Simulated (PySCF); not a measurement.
PySCF 2.14 output of an unrestricted M06-L calculation on a single atom or ion in x2c-TZVPall (6s5p4d1f, 48 functions), with scalar relativity by spin-free X2C-1e:

```
SCF conv_tol = 1e-09
number electrons alpha = 10  beta = 9
    Y. Zhao and D. G. Truhlar.,  J. Chem. Phys. 125, 194101 (2006)
    Y. Zhao and D. G. Truhlar.,  J. Chem. Phys. 125, 194101 (2006)
    Y. Zhao and D. G. Truhlar.,  Theor. Chem. Acc. 120, 215 (2008)
cycle= 1 E= -763.436494616057  delta_E= -0.00259  |g|= 0.0124  |ddm|= 0.0622
cycle= 2 E= -763.436537537063  delta_E= -4.29e-05  |g|= 0.00683  |ddm|= 0.0159
cycle= 3 E= -763.436551708448  delta_E= -1.42e-05  |g|= 0.000224  |ddm|= 0.00598
cycle= 4 E= -763.436551728765  delta_E= -2.03e-08  |g|= 3.1e-05  |ddm|= 0.000225
cycle= 5 E= -763.436551729138  delta_E= -3.73e-10  |g|= 2.26e-06  |ddm|= 4.27e-05
converged SCF energy = -763.436551729138  <S^2> = 0.75036558  2S+1 = 2.0003655
```

The run itself started from symmetry-adapted Hartree-Fock orbitals and held the occupation by maximum overlap, on a logarithmic radial grid, so the iterations belong to that start.

Question: Which element, charge and spin multiplicity is this?

Answer: Sc²⁺ (scandium, charge +2), multiplicity 2; the state was [Ar] 3d1, 2D determinant.
